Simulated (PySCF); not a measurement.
Compound: C4H3BF2O.
InChI=1S/C4H3BF2O/c1-2-4(3-8)5(6)7/h3H,1H2

Torsions of this conformer, `[CH2:1]=[C:2]=[C:3]([CH:4]=[O:5])[B:6]([F:7])[F:8]`: C2–C3–C4–O5 -1°, C2–C3–B6–F7 5°.

The closed-shell ground state was solved at several levels (PySCF, density fitting, gas phase, non-relativistic). The structure is a single PBE0-D3(BJ)/def2-SVP conformer in the gas phase; no vibrational or solvent corrections.

```tsv
level	basis functions	HOMO (eV)	LUMO (eV)	gap (eV)	dipole (D)
PBE0/def2-SVP	127	-7.53	-2.25	5.28	2.01
B3LYP/def2-SVPD	193	-7.52	-2.71	4.81	2.12
B97-D/pcSseg-1	151	-6.08	-3.22	2.86	2.05
HF/def2-SVPD	193	-11.24	1.33	12.57	2.35
PBE0/aug-cc-pVDZ	211	-7.68	-2.44	5.24	2.08
HF/pcSseg-1	151	-11.19	1.45	12.64	2.36
PBE0/def2-TZVP	266	-7.67	-2.40	5.27	2.06
B97-2/pcSseg-1	151	-7.39	-2.44	4.95	2.10
LDA/def2-SVPD	193	-6.32	-3.69	2.63	2.15
PBE0/6-31+G*	150	-7.71	-2.42	5.29	2.14
PBE0/cc-pVTZ	282	-7.62	-2.34	5.28	2.04
PBE0/STO-3G	43	-4.35	1.07	5.42	1.43
CAM-B3LYP/pcSseg-1	151	-9.10	-1.22	7.88	2.11
```

(1) What might BHandHLYP/def2-SVPD (193 basis functions) give for the same quantities?

(2) Over all these levels, which gives the widest orbital gap and which the narrowest?

(3) How much does the basis alone move the frontier levels among the 6 PBE0 rows?

(4) In the def2-SVPD basis, how does the gap go with the fixed share of exact exchange?

(5) How far do the dipole and the HOMO energy spread over the levels?

Results:

(1) HOMO -9.24 eV, LUMO -1.42 eV, gap 7.82 eV, dipole 2.20 D.

(2) HF/pcSseg-1 (Hartree–Fock, all exact exchange) has the widest, 12.64 eV, and LDA/def2-SVPD (LDA) the narrowest, 2.63 eV. Functional and basis both differ between the two, so the spread mixes both effects.

(3) The HOMO by 3.36 eV and the LUMO by 3.51 eV. By rising basis size (HOMO, LUMO in eV): STO-3G -4.35, 1.07; def2-SVP -7.53, -2.25; 6-31+G* -7.71, -2.42; aug-cc-pVDZ -7.68, -2.44; def2-TZVP -7.67, -2.40; cc-pVTZ -7.62, -2.34.

(4) LDA (0 %) 2.63 eV; B3LYP (20 %) 4.81 eV; BHandHLYP (50 %) 7.82 eV; HF (100 %) 12.57 eV. Each rise in the share widens the gap here.

(5) The dipole runs from 1.43 to 2.36 D (mean 2.09 D) and the HOMO from -11.24 to -4.35 eV.
